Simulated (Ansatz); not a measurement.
The same ligand exchange along the group F, Cl, Br.

Computed with Ansatz on PBE0-D4/def2-TZVP structures; ΔE is electronic, products minus reactants. CCSD(T)/CBS is the MP2 limit (def2-TZVPP, def2-QZVPP) plus CCSD(T) − MP2 in def2-TZVPP, frozen cores. This one scheme is used for every species. DFT in def2-TZVPP. B3LYP here is the variant with VWN-RPA as its local correlation; programs differ in this. Elements past krypton have def2 core potentials. For Br, In outer-core shells are correlated without core-valence functions, which leaves a few kJ/mol of doubt a bond. Scalar relativity is left out up to krypton. One conformer a species, not always the lowest.

```tsv
reaction	B2PLYP (kJ/mol)	r2SCAN-D4 (kJ/mol)	ωB97M-V (kJ/mol)	B3LYP-D4 (kJ/mol)	CCSD(T)/CBS(def2) (kJ/mol)
`[F][In]([SH])[O][SiH3]` + NH₃ → `[NH2][In]([SH])[O][SiH3]` + H–F	50	51	48	50	39
`[SiH3][O][In]([SH])[Cl]` + NH₃ → `[NH2][In]([SH])[O][SiH3]` + HCl	105	107	106	107	101
`[SiH3][O][In]([SH])[Br]` + NH₃ → `[NH2][In]([SH])[O][SiH3]` + HBr	124	126	125	126	123
```

Largest T1 diagnostic: 0.015, for `[F][In]([SH])[O][SiH3]`.
